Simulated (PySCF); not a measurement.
**Working out the ionisation energy of Mn⁺**

Mn⁺ [Ar] 3d5 4s1 (7S) → Mn²⁺ [Ar] 3d5 (6S). Computed with PySCF 2.14 in cc-pVTZ-DK, with scalar relativity by spin-free X2C-1e. Frozen: [Ar]. Energies in hartree (1 hartree = 27.21139 eV):

```json
{"part": "UHF", "Mn⁺ (lower)": "-1157.161982", "Mn²⁺ (upper)": "-1156.616048"}
{"part": "MP2 opposite-spin", "Mn⁺ (lower)": "0.000000", "Mn²⁺ (upper)": "0.000000"}
{"part": "MP2 same-spin", "Mn⁺ (lower)": "-0.085466", "Mn²⁺ (upper)": "-0.069266"}
```

Q: What does Hartree-Fock give?

A: (-1156.616048) − (-1157.161982) = 0.545934 hartree = 14.856 eV.

Q: What do MP2 and SCS-MP2 (6/5 opposite-spin, 1/3 same-spin) give?

A: The opposite-spin parts differ by 0.000 eV and the same-spin parts by 0.441 eV. MP2: 14.856 + (0.000) + (0.441) = 15.297 eV. SCS-MP2: 14.856 + 1.2 × (0.000) + (0.441)/3 = 15.003 eV.

Measured between the centres of the two terms (NIST): 15.640 eV, so MP2 (valence) is off by -0.343 eV.

What remains against the reference includes basis incompleteness, the frozen core and correlation beyond second order.
